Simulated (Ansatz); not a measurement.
Relaxation of BFH6N2 (10 atoms, charge 0, multiplicity 1), to a largest force component of 0.03 eV/Å in at most 50 steps.

Theory: RKS B3LYP-D4/6-31G* (Ansatz 0.2.0).

```xyz
10
Properties=species:S:1:pos:R:3:forces:R:3
B -0.157 0.597 -0.293 0.13 2.03 0.33
H -0.193 -0.293 1.939 0.14 -1.52 0.39
F 0.988 -0.111 -0.355 -0.02 0.01 0.01
N -1.339 0.033 -0.815 0.08 0.01 0.05
H -1.353 -0.912 -1.164 -0.03 -0.03 -0.04
H -2.230 0.501 -0.836 -0.06 0.01 0.02
N -0.091 1.958 0.289 -0.07 -1.79 -1.01
H -0.876 2.582 0.369 -0.07 0.08 -0.03
H 0.786 2.340 0.599 0.08 0.07 0.03
H -0.281 0.412 1.940 -0.17 1.14 0.25
```

Task: Where does it end, and by what steps?

Result: The forces met the threshold. After 16 steps the energy has fallen by 0.327 eV; H2 moved furthest, 1.19 Å.

| step | energy less start (eV) | largest force component (eV/Å) | accepted |
| --- | --- | --- | --- |
| 0 | 0.0000 | 2.029 | yes |
| 1 | -0.1935 | 0.761 | yes |
| 2 | -0.2670 | 0.343 | yes |
| 3 | -0.2935 | 0.165 | yes |
| 4 | -0.2994 | 0.114 | yes |
| 5 | -0.3047 | 0.090 | yes |
| 6 | -0.3094 | 0.072 | yes |
| 7 | -0.2869 | 0.961 | no |
| 8 | -0.3144 | 0.042 | yes |
| 9 | -0.3148 | 0.323 | yes |
| 10 | -0.3214 | 0.071 | yes |
| 11 | -0.3196 | 0.292 | no |
| 12 | -0.3238 | 0.096 | yes |
| 13 | -0.3253 | 0.096 | yes |
| 14 | -0.3258 | 0.098 | yes |
| 15 | -0.3269 | 0.036 | yes |
| 16 | -0.3274 | 0.006 | yes |

```xyz
10
Properties=species:S:1:pos:R:3
B -0.113 0.689 -0.642
H -0.447 -0.078 3.082
F 1.045 0.177 -1.120
N -1.327 0.079 -1.040
H -1.333 -0.737 -1.632
H -2.238 0.357 -0.711
N -0.034 1.802 0.235
H -0.833 2.294 0.602
H 0.850 2.236 0.452
H -0.316 0.289 2.447
```

The run took 26 s on 2 threads of Arm Neoverse V1 (shared host), peak memory 0.15 GiB.
